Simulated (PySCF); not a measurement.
**Working out the ionisation energy of P⁺**

P⁺ [Ne] 3s2 3p2 (3P) → P²⁺ [Ne] 3s2 3p1 (2P). Calculation: PySCF 2.14, in aug-cc-pVQZ-DK (7s6p4d3f2g, 84 functions); scalar relativity by spin-free X2C-1e. Frozen: [Ne]. Energies in hartree (1 hartree = 27.21139 eV):

| part | P⁺ (lower) | P²⁺ (upper) |
| --- | --- | --- |
| UHF | -341.170528 | -340.466531 |
| MP2 opposite-spin | -0.055680 | -0.045787 |
| MP2 same-spin | -0.010981 | -0.003039 |

**Question.** What does Hartree-Fock give?

**Answer.** (-340.466531) − (-341.170528) = 0.703997 hartree = 19.157 eV.

**Question.** What do MP2 and SCS-MP2 (6/5 opposite-spin, 1/3 same-spin) give?

**Answer.** The opposite-spin parts differ by 0.269 eV and the same-spin parts by 0.216 eV. MP2: 19.157 + (0.269) + (0.216) = 19.642 eV. SCS-MP2: 19.157 + 1.2 × (0.269) + (0.216)/3 = 19.552 eV.

A first-order spin-orbit estimate adds -0.006 eV to MP2 (valence), giving 19.636 eV against 19.769 eV (semi-empirical (NIST evaluation); NIST Atomic Spectra Database, ionization energies).

What remains against the reference includes basis incompleteness, the frozen core and correlation beyond second order.
